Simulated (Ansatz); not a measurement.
Consider the ligand exchange at the Si–C bond: `N[SiH2]C[SiH](N)Cl` + HBr → `N[SiH](Cl)Br` + `C[SiH2]N`.

Computed with Ansatz on PBE0-D4/def2-TZVP structures; ΔE is electronic, products minus reactants. CCSD(T)/CBS adds triple-zeta CCSD(T) − MP2 to the extrapolated MP2 energy (def2 sets, frozen cores). For Br outer-core shells are correlated without core-valence functions, which leaves a few kJ/mol of doubt a bond. Scalar relativity is left out up to krypton. Each species was taken in one conformer, which may not be the lowest.

```csv
level,ΔE (eV)
MP2/def2-TZVPP,-0.70
SCS-MP2/def2-TZVPP,-0.73
CCSD(T)/def2-TZVPP,-0.66
HF/CBS(def2),-0.95
```

(1) What does CCSD(T)/CBS give? (Best estimate.)

Largest T1 diagnostic among the species: 0.010.

Answers

(1) The calculation gave: -0.72 eV. The listed levels differ from it by 0.02, -0.01, 0.06, -0.23 eV.

In def2-TZVPP, CCSD(T) changes the Hartree–Fock value by +0.29 eV (the triples alone add +0.04 eV) and MP2 by +0.24 eV. The D4 term adds +0.16 eV with B3LYP and +0.09 eV with PBE0; it sums over pairs of atoms, weighted by their polarisabilities, and B3LYP, whose exchange is more repulsive, gets the larger term.

B3LYP here is the variant with VWN-RPA as its local correlation; programs differ in this.
